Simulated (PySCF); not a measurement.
Compound: n-propyl acrylate, C6H10O2.
Z-matrix (Å and degrees, GFN2-xTB geometry), rows numbered from 1:
```
C 
C   1  1.3244
C   2  1.4804  1  121.11
O   3  1.2061  2  125.09  1     0.30
O   3  1.3397  2  110.35  1   179.73
C   5  1.4256  3  117.99  2   178.53
C   6  1.5275  5  110.93  3  -107.33
C   7  1.5237  6  112.01  5    66.49
H   1  1.0778  2  120.06  3     0.05
H   1  1.0764  2  122.44  3  -179.90
H   2  1.0792  1  123.25  3   179.92
H   6  1.0937  5  106.15  3   132.57
H   6  1.0952  5  108.79  3    14.42
H   7  1.0913  6  107.84  5  -172.38
H   7  1.0917  6  108.78  5   -55.13
H   8  1.0873  7  110.39  6   179.33
H   8  1.0877  7  110.55  6    58.99
H   8  1.0880  7  110.59  6   -60.82
```

Jobs on this species (18 atoms, 62 electrons) with PySCF (density fitting). Hardware of each: Arm Neoverse N1, one thread, no GPU, shared host. The host was shared with other jobs, so the times are rough. Peak memory is the resident size of the whole Python process, interpreter and libraries included.

| level and settings | work | basis functions | SCF cycles | wall time | peak memory |
| --- | --- | --- | --- | --- | --- |
| PBE0/def2-SVPD | 6 singlets by full TDDFT, 2 Tamm–Dancoff triplets, polarisability | 246 | ? | ? | ? |
| BLYP/pcSseg-0, grid level 3 | spin–spin couplings from 16 perturbed nuclei, spin–dipole term left out | 92 | 17 | 28 s | 0.49 GiB |
| PBE0/pcSseg-1 | shieldings, charges and field gradients | 186 | 14 | 44 s | 0.83 GiB |

Problem. Fill in the missing figures.

Solution. 
- PBE0/def2-SVPD; 6 singlets by full TDDFT, 2 Tamm–Dancoff triplets, polarisability: 79 s, 0.96 GiB, 14 SCF cycles

Problem. What do all jobs in the table cost together?

Solution. About 2.5 min; the longest takes about 52 % of that, and about 2.8 times as long as the shortest.
